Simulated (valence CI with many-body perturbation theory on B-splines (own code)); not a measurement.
## I XLI: calculated level list

Level of theory: valence CI with perturbative core correlation (CI+MBPT): three valence electrons over a frozen Dirac-Fock core [Ne], radial functions for each j: 9 s, 9 p, 8 d, 6 f, 3 g, 1 h, with the one-electron correlation potential Σ1, the two-electron term Σ2, the three-electron term Σ3, Breit, model QED; selected CI, second order for the rest, scaled by the run's own slope (own B-spline code, finite nucleus).

The last digits are not significant, and no measured levels were compared; by estimate large intervals hold to a few tenths of a per cent, small ones and those within an open d or f shell to about a per cent.

Levels 1 to 35 of 35, with energies above the lowest level, (3s^2 3p1/2) J=1/2. "Leading %" is the weight of the configuration and term that name the level; weights of strongly mixed levels are sums over their largest components and can fall short, so below about 35 % the name and the second component can differ from the true leading terms, or belong to a minority configuration. In the jj column 3d3/2^4 stands for four electrons in 3d with j = 3/2. Lifetimes count E1, E2, E3, M1 and M2 decay at the calculated energies, and are blank where another channel may lead or the interval is too uncertain; long ones can be off by a factor of two.

```csv
No.,Configuration,Term,J,E (eV),Leading %,g,Leading jj,Lifetime
1,3s2 3p,2P°,1/2,0.00,99,0.657,3s^2 3p1/2 (99 %),
2,3s2 3p,2P°,3/2,75.65,98,1.328,3s^2 3p3/2 (98 %),490 ns
3,3s 3p2,4P,1/2,98.40,67,2.318,3s 3p1/2^2 (94 %),94.5 ps
4,3s 3p2,4P,3/2,157.27,93,1.672,3s 3p1/2 3p3/2 (98 %),873 ps
5,3s 3p2,2D,5/2,168.10,50,1.382,3s 3p1/2 3p3/2 (94 %),212 ps
6,3s 3p2,2D,3/2,183.19,63,0.925,3s 3p1/2 3p3/2 (83 %),11.7 ps
7,3s 3p2,2P,1/2,191.40,71,1.176,3s 3p1/2 3p3/2 (91 %),3.27 ps
8,3s2 3d,2D,3/2,227.01,83,0.850,3s^2 3d3/2 (83 %),2.53 ps
9,3s2 3d,2D,5/2,229.68,50,1.330,3s^2 3d5/2 (50 %),185 ps
10,3s2 3d,2D,5/2,253.47,46,1.271,3s 3p3/2^2 (48 %),5.37 ps
11,3s 3p2,2S,1/2,267.54,69,1.823,3s 3p3/2^2 (96 %),4.68 ps
12,3s 3p2,2P,3/2,272.43,66,1.195,3s 3p3/2^2 (93 %),2.37 ps
13,3p3,2P°,3/2,283.89,35,1.242,3p1/2^2 3p3/2 (79 %),10.2 ps
14,3s 3p 3d,4F°,3/2,297.76,80,0.529,3s 3p1/2 3d3/2 (91 %),35.9 ps
15,3s 3p 3d,4F°,5/2,304.93,56,1.054,3s 3p1/2 3d3/2 (89 %),123 ps
16,3s 3p 3d,4D°,1/2,322.00,70,0.340,3s 3p1/2 3d3/2 (94 %),3.26 ps
17,3s 3p 3d,4D°,3/2,322.94,48,1.330,3s 3p1/2 3d3/2 (75 %),3.39 ps
18,3s 3p 3d,4P°,5/2,323.56,34,1.324,3s 3p1/2 3d5/2 (93 %),13.5 ps
19,3s 3p 3d,4F°,7/2,329.39,60,1.257,3s 3p1/2 3d5/2 (90 %),22.6 ps
20,3s 3p 3d,2F°,5/2,336.14,27,1.150,3s 3p1/2 3d5/2 (81 %),12.6 ps
21,3s 3p 3d,2D°,3/2,336.17,35,1.281,3s 3p1/2 3d5/2 (46 %),5.34 ps
22,3p3,2D°,5/2,360.41,58,1.071,3p1/2 3p3/2^2 (58 %),5.66 ps
23,3p3,2D°,3/2,366.84,40,1.198,3p1/2 3p3/2^2 (60 %),2.56 ps
24,3p3,2P°,1/2,368.89,84,0.663,3p1/2 3p3/2^2 (84 %),4.26 ps
25,3s 3p 3d,4P°,3/2,383.78,42,1.371,3s 3p3/2 3d3/2 (97 %),4.10 ps
26,3s 3p 3d,4D°,5/2,384.02,54,1.287,3s 3p3/2 3d3/2 (83 %),3.32 ps
27,3s 3p 3d,4P°,1/2,384.51,88,2.343,3s 3p3/2 3d3/2 (97 %),4.62 ps
28,3s 3p 3d,4D°,7/2,385.94,53,1.319,3s 3p3/2 3d3/2 (67 %),4.93 ps
29,3s 3p 3d,4F°,9/2,386.94,100,1.328,3s 3p3/2 3d5/2 (100 %),618 ns
30,3s 3p 3d,2D°,3/2,399.57,51,1.101,3s 3p3/2 3d5/2 (65 %),4.77 ps
31,3s 3p 3d,2D°,5/2,403.00,49,1.330,3s 3p3/2 3d5/2 (94 %),6.35 ps
32,3s 3p 3d,2D°,3/2,410.25,36,1.130,3s 3p3/2 3d3/2 (54 %),2.61 ps
33,3s 3p 3d,2F°,7/2,412.50,89,1.165,3s 3p3/2 3d5/2 (75 %),6.15 ps
34,3s 3p 3d,2F°,5/2,416.89,75,0.928,3s 3p3/2 3d3/2 (89 %),1.96 ps
35,3s 3p 3d,2P°,1/2,418.61,77,0.615,3s 3p3/2 3d3/2 (74 %),1.99 ps
```

The ionisation energy to 3s2 1S_0 of the next ion comes out as 2927.7 eV (NIST: 2926 ± 4 eV (theoretical)). All 35 levels together are meant to be complete up to 419.12 eV.
